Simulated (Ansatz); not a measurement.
This triplet is an excited state, 1.05 eV above the relaxed singlet at the level B3LYP/cc-pVTZ // PBE0-D3(BJ)/def2-TZVP (Ansatz, a quantum-chemistry and plane-wave program).

These are PBE0-D3(BJ)/def2-TZVP (Ansatz) values and carry that method's errors. No frequencies were computed at this level.

Ansatz 0.2 input:
```yaml
crystal:
  periodic: [false, false, false]
  atoms:
    - { symbol: C, position_ang: [1.398918, 0.44691, 0.372936] }
    - { symbol: C, position_ang: [0.668135, -0.675524, 0.026684] }
    - { symbol: C, position_ang: [-0.681806, -0.731985, -0.102459] }
    - { symbol: N, position_ang: [-1.664422, 0.199253, 0.023909] }
    - { symbol: H, position_ang: [0.917632, 1.394687, 0.531111] }
    - { symbol: H, position_ang: [2.456384, 0.38069, 0.548849] }
    - { symbol: H, position_ang: [1.207735, -1.603871, -0.118392] }
    - { symbol: H, position_ang: [-2.563295, -0.069014, -0.352916] }
    - { symbol: H, position_ang: [-1.739274, 0.658857, 0.927031] }
basis:
  gaussian: { orbitals: def2-tzvp }
hamiltonian:
  xc: pbe0
  dispersion: d3bj
relax:
  max_steps: 150
magnetization:
  spin_polarized: true
  initial_magnetization: 2
```

Output:

```
Functional definition: PBE0
915 factors; their error is unknown
mean field evaluation 1: about -4666.6886 eV, gradient 4.3e1 eV
mean field evaluation 2: about -4663.4554 eV, gradient 4.9e1 eV
mean field evaluation 4: about -4674.8417 eV, gradient 3.6e0 eV
mean field evaluation 8: about -4674.9231 eV, gradient 2.0e-1 eV
mean field evaluation 16: about -4674.9235 eV, gradient 3.6e-4 eV
mean field -4674.92353259 eV, -171.8002710458 hartree, gradient 3.8e-5 eV, S^2 2.038139; 0 other end points of the search recorded, 0 dependent functions left out
reference -4674.92356102 eV, -171.8002720905 hartree; 16, 14 occupied and 138, 140 virtual orbitals, 915 factors
relax step   1: F+E_penalty+E_count = -4675.05030672 eV  Δ(F+E_penalty+E_count) = +0.000e0 eV  max|allowed force component| = 4.536e-1 eV/Å  Δτ_max = 0.0000 Å  (33 SCF iters, accepted)
these checks for a lower state are left out or cut short: starts, cluster_reference, orbital_swaps, neighbouring_geometries, increment
915 factors; their error is unknown
mean field -4674.93680774 eV, -171.8007588986 hartree, gradient 8.7e-6 eV, S^2 2.039396; 0 other end points of the search recorded, 0 dependent functions left out
reference -4674.93683606 eV, -171.8007599394 hartree; 16, 14 occupied and 138, 140 virtual orbitals, 915 factors
relax step   2: F+E_penalty+E_count = -4675.06338129 eV  Δ(F+E_penalty+E_count) = -1.307e-2 eV  max|allowed force component| = 2.349e-1 eV/Å  Δτ_max = 0.1064 Å  (36 SCF iters, accepted)
these checks for a lower state are left out or cut short: starts, cluster_reference, orbital_swaps, neighbouring_geometries, increment
915 factors; their error is unknown
mean field evaluation 32: about -4674.9442 eV, gradient 2.3e-5 eV
mean field -4674.94416991 eV, -171.8010294533 hartree, gradient 2.3e-5 eV, S^2 2.040339; 0 other end points of the search recorded, 0 dependent functions left out
reference -4674.94419829 eV, -171.8010304963 hartree; 16, 14 occupied and 138, 140 virtual orbitals, 915 factors
relax step   3: F+E_penalty+E_count = -4675.07073538 eV  Δ(F+E_penalty+E_count) = -7.354e-3 eV  max|allowed force component| = 1.982e-1 eV/Å  Δτ_max = 0.0554 Å  (34 SCF iters, accepted)
these checks for a lower state are left out or cut short: starts, cluster_reference, orbital_swaps, neighbouring_geometries, increment
915 factors; their error is unknown
mean field -4674.95078434 eV, -171.8012725291 hartree, gradient 6.4e-5 eV, S^2 2.043493; 0 other end points of the search recorded, 0 dependent functions left out
reference -4674.95081262 eV, -171.8012735684 hartree; 16, 14 occupied and 138, 140 virtual orbitals, 915 factors
relax step   4: F+E_penalty+E_count = -4675.07800992 eV  Δ(F+E_penalty+E_count) = -7.275e-3 eV  max|allowed force component| = 4.130e-1 eV/Å  Δτ_max = 0.1754 Å  (34 SCF iters, accepted)
these checks for a lower state are left out or cut short: starts, cluster_reference, orbital_swaps, neighbouring_geometries, increment
915 factors; their error is unknown
mean field -4674.95085694 eV, -171.8012751969 hartree, gradient 2.6e-5 eV, S^2 2.043773; 0 other end points of the search recorded, 0 dependent functions left out
reference -4674.95088520 eV, -171.8012762357 hartree; 16, 14 occupied and 138, 140 virtual orbitals, 915 factors
relax step   5: F+E_penalty+E_count = -4675.07774065 eV  Δ(F+E_penalty+E_count) = +2.693e-4 eV  max|allowed force component| = 8.077e-1 eV/Å  Δτ_max = 0.0753 Å  (34 SCF iters, rejected (line search))
these checks for a lower state are left out or cut short: starts, cluster_reference, orbital_swaps, neighbouring_geometries, increment
915 factors; their error is unknown
mean field -4674.96152846 eV, -171.8016673682 hartree, gradient 2.2e-5 eV, S^2 2.043131; 0 other end points of the search recorded, 0 dependent functions left out
reference -4674.96155677 eV, -171.8016684086 hartree; 16, 14 occupied and 138, 140 virtual orbitals, 915 factors
relax step   6: F+E_penalty+E_count = -4675.08848385 eV  Δ(F+E_penalty+E_count) = -1.047e-2 eV  max|allowed force component| = 1.154e-1 eV/Å  Δτ_max = 0.0366 Å  (36 SCF iters, accepted)
these checks for a lower state are left out or cut short: starts, cluster_reference, orbital_swaps, neighbouring_geometries, increment
915 factors; their error is unknown
mean field -4674.96813847 eV, -171.8019102814 hartree, gradient 1.4e-5 eV, S^2 2.044254; 0 other end points of the search recorded, 0 dependent functions left out
reference -4674.96816683 eV, -171.8019113239 hartree; 16, 14 occupied and 138, 140 virtual orbitals, 915 factors
relax step   7: F+E_penalty+E_count = -4675.09477363 eV  Δ(F+E_penalty+E_count) = -6.290e-3 eV  max|allowed force component| = 4.055e-2 eV/Å  Δτ_max = 0.1000 Å  (34 SCF iters, accepted)
these checks for a lower state are left out or cut short: starts, cluster_reference, orbital_swaps, neighbouring_geometries, increment
915 factors; their error is unknown
mean field evaluation 64: about -4674.9543 eV, gradient 3.5e-1 eV
mean field -4674.95515119 eV, -171.8014330077 hartree, gradient 7.0e-5 eV, S^2 2.045322; 0 other end points of the search recorded, 0 dependent functions left out
reference -4674.95517963 eV, -171.8014340530 hartree; 16, 14 occupied and 138, 140 virtual orbitals, 915 factors
relax step   8: F+E_penalty+E_count = -4675.08060688 eV  Δ(F+E_penalty+E_count) = +1.417e-2 eV  max|allowed force component| = 2.585e-1 eV/Å  Δτ_max = 0.1500 Å  (36 SCF iters, rejected (line search))
these checks for a lower state are left out or cut short: starts, cluster_reference, orbital_swaps, neighbouring_geometries, increment
915 factors; their error is unknown
mean field -4674.97162800 eV, -171.8020385194 hartree, gradient 7.5e-6 eV, S^2 2.044906; 0 other end points of the search recorded, 0 dependent functions left out
reference -4674.97165638 eV, -171.8020395623 hartree; 16, 14 occupied and 138, 140 virtual orbitals, 915 factors
relax step   9: F+E_penalty+E_count = -4675.09804440 eV  Δ(F+E_penalty+E_count) = -3.271e-3 eV  max|allowed force component| = 3.700e-2 eV/Å  Δτ_max = 0.0750 Å  (35 SCF iters, accepted)
these checks for a lower state are left out or cut short: starts, cluster_reference, orbital_swaps, neighbouring_geometries, increment
915 factors; their error is unknown
mean field -4674.97327647 eV, -171.8020990998 hartree, gradient 8.1e-6 eV, S^2 2.045446; 0 other end points of the search recorded, 0 dependent functions left out
reference -4674.97330490 eV, -171.8021001444 hartree; 16, 14 occupied and 138, 140 virtual orbitals, 915 factors
relax step  10: F+E_penalty+E_count = -4675.09948113 eV  Δ(F+E_penalty+E_count) = -1.437e-3 eV  max|allowed force component| = 1.686e-1 eV/Å  Δτ_max = 0.0731 Å  (36 SCF iters, accepted)
these checks for a lower state are left out or cut short: starts, cluster_reference, orbital_swaps, neighbouring_geometries, increment
915 factors; their error is unknown
mean field -4674.97269777 eV, -171.8020778326 hartree, gradient 9.3e-6 eV, S^2 2.045752; 0 other end points of the search recorded, 0 dependent functions left out
reference -4674.97272633 eV, -171.8020788824 hartree; 16, 14 occupied and 138, 140 virtual orbitals, 915 factors
relax step  11: F+E_penalty+E_count = -4675.09897457 eV  Δ(F+E_penalty+E_count) = +5.066e-4 eV  max|allowed force component| = 2.259e-1 eV/Å  Δτ_max = 0.0617 Å  (36 SCF iters, rejected (line search))
these checks for a lower state are left out or cut short: starts, cluster_reference, orbital_swaps, neighbouring_geometries, increment
915 factors; their error is unknown
mean field evaluation 96: about -4674.9745 eV, gradient 1.5e-5 eV
mean field -4674.97449696 eV, -171.8021439518 hartree, gradient 1.5e-5 eV, S^2 2.045612; 0 other end points of the search recorded, 0 dependent functions left out
reference -4674.97452544 eV, -171.8021449984 hartree; 16, 14 occupied and 138, 140 virtual orbitals, 915 factors
relax step  12: F+E_penalty+E_count = -4675.10074881 eV  Δ(F+E_penalty+E_count) = -1.268e-3 eV  max|allowed force component| = 6.359e-2 eV/Å  Δτ_max = 0.0308 Å  (34 SCF iters, accepted)
these checks for a lower state are left out or cut short: starts, cluster_reference, orbital_swaps, neighbouring_geometries, increment
915 factors; their error is unknown
mean field -4674.97560870 eV, -171.8021848074 hartree, gradient 1.8e-5 eV, S^2 2.045819; 0 other end points of the search recorded, 0 dependent functions left out
reference -4674.97563731 eV, -171.8021858588 hartree; 16, 14 occupied and 138, 140 virtual orbitals, 915 factors
relax step  13: F+E_penalty+E_count = -4675.10186970 eV  Δ(F+E_penalty+E_count) = -1.121e-3 eV  max|allowed force component| = 1.241e-2 eV/Å  Δτ_max = 0.0479 Å  (35 SCF iters, accepted)
these checks for a lower state are left out or cut short: starts, cluster_reference, orbital_swaps, neighbouring_geometries, increment
915 factors; their error is unknown
mean field -4674.97574033 eV, -171.8021896446 hartree, gradient 1.7e-5 eV, S^2 2.045918; 0 other end points of the search recorded, 0 dependent functions left out
reference -4674.97576909 eV, -171.8021907016 hartree; 16, 14 occupied and 138, 140 virtual orbitals, 915 factors
relax step  14: F+E_penalty+E_count = -4675.10200276 eV  Δ(F+E_penalty+E_count) = -1.331e-4 eV  max|allowed force component| = 6.633e-2 eV/Å  Δτ_max = 0.0515 Å  (35 SCF iters, accepted)
these checks for a lower state are left out or cut short: starts, cluster_reference, orbital_swaps, neighbouring_geometries, increment
915 factors; their error is unknown
mean field -4674.97567983 eV, -171.8021874213 hartree, gradient 1.2e-5 eV, S^2 2.045903; 0 other end points of the search recorded, 0 dependent functions left out
reference -4674.97570858 eV, -171.8021884779 hartree; 16, 14 occupied and 138, 140 virtual orbitals, 915 factors
relax step  15: F+E_penalty+E_count = -4675.10193895 eV  Δ(F+E_penalty+E_count) = +6.381e-5 eV  max|allowed force component| = 5.831e-2 eV/Å  Δτ_max = 0.0083 Å  (36 SCF iters, rejected (line search))
these checks for a lower state are left out or cut short: starts, cluster_reference, orbital_swaps, neighbouring_geometries, increment
915 factors; their error is unknown
mean field -4674.97598165 eV, -171.8021985131 hartree, gradient 1.2e-5 eV, S^2 2.045887; 0 other end points of the search recorded, 0 dependent functions left out
reference -4674.97601042 eV, -171.8021995704 hartree; 16, 14 occupied and 138, 140 virtual orbitals, 915 factors
relax step  16: F+E_penalty+E_count = -4675.10223603 eV  Δ(F+E_penalty+E_count) = -2.333e-4 eV  max|allowed force component| = 1.885e-2 eV/Å  Δτ_max = 0.0041 Å  (37 SCF iters, accepted)
these checks for a lower state are left out or cut short: starts, cluster_reference, orbital_swaps, neighbouring_geometries, increment
915 factors; their error is unknown
mean field evaluation 128: about -4674.9760 eV, gradient 2.6e-4 eV
mean field -4674.97601904 eV, -171.8021998871 hartree, gradient 1.2e-5 eV, S^2 2.045888; 0 other end points of the search recorded, 0 dependent functions left out
reference -4674.97604782 eV, -171.8022009449 hartree; 16, 14 occupied and 138, 140 virtual orbitals, 915 factors
relax step  17: F+E_penalty+E_count = -4675.10226615 eV  Δ(F+E_penalty+E_count) = -3.012e-5 eV  max|allowed force component| = 8.474e-4 eV/Å  Δτ_max = 0.0052 Å  (37 SCF iters, accepted)
915 factors; their error is unknown
mean field -4674.97601904 eV, -171.8021998871 hartree, gradient 1.2e-5 eV, S^2 2.045888; 1 other end points of the search recorded, 0 dependent functions left out
reference -4674.97604782 eV, -171.8022009449 hartree; 16, 14 occupied and 138, 140 virtual orbitals, 915 factors
Total energy: -4675.10229494 eV, -171.8068404408 hartree
Atom 0 at     1.405690     0.458232     0.284315 Å, force    -0.000569    -0.000847    -0.000173 eV/Å
Atom 1 at     0.678990    -0.700660     0.123028 Å, force     0.000265     0.000698     0.000244 eV/Å
Atom 2 at    -0.693837    -0.772609     0.095002 Å, force     0.000524     0.000207     0.000150 eV/Å
Atom 3 at    -1.614749     0.236436     0.214478 Å, force    -0.000275    -0.000198     0.000067 eV/Å
Atom 4 at     0.904024     1.410758     0.400981 Å, force    -0.000132     0.000051    -0.000158 eV/Å
Atom 5 at     2.487765     0.440895     0.298010 Å, force     0.000101    -0.000153    -0.000181 eV/Å
Atom 6 at     1.214806    -1.639444     0.008421 Å, force    -0.000007     0.000131     0.000100 eV/Å
Atom 7 at    -2.185493     0.386040    -0.607683 Å, force     0.000360     0.000448     0.000004 eV/Å
Atom 8 at    -2.197190     0.180355     1.040201 Å, force    -0.000266    -0.000336    -0.000052 eV/Å
Dipole moment:    -0.300263     0.121213     0.013650 e Å
```

Cost: roughly 80 core-seconds.
